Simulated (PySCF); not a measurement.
# Iridium: a sound run and one with changed settings

Sound run: Ir²⁺ [Xe] 4f14 5d7, Ir³⁺ [Xe] 4f14 5d6. All numbers are calculated (PySCF 2.14, scalar relativity through the core potential, in cc-pVDZ-PP with ECP60MDF (4s4p3d1f, 38 functions)). The sound run starts from symmetry-adapted Hartree-Fock orbitals and uses a fine grid where one is needed.

Changed run: radial step 0.3 in ln r (0.13 in the sound run). This setting is unsound on purpose.

| species | method | sound run (hartree) | changed run (hartree) | converged |
| --- | --- | --- | --- | --- |
| Ir²⁺ | UHF | -102.76318 | -102.76318 | yes |
| Ir²⁺ | PBE0 | -103.42615 | -103.42521 | yes |
| Ir²⁺ | M06-L | -103.51047 | -103.51671 | yes |
| Ir³⁺ | UHF | -101.75291 | -101.75291 | yes |
| Ir³⁺ | PBE0 | -102.35305 | -102.35210 | yes |
| Ir³⁺ | M06-L | -102.43518 | -102.43766 | yes |

Ionisation energy of Ir²⁺:

```tsv
method	sound run (eV)	changed run (eV)
UHF	27.491	27.491
PBE0	29.200	29.201
M06-L	29.260	29.363
```

A coarse radial grid mis-integrates the density and the exchange-correlation energy, with errors of either sign; Hartree-Fock needs no grid.

For comparison, NIST gives 28 ± 1.6 eV between the lowest levels.
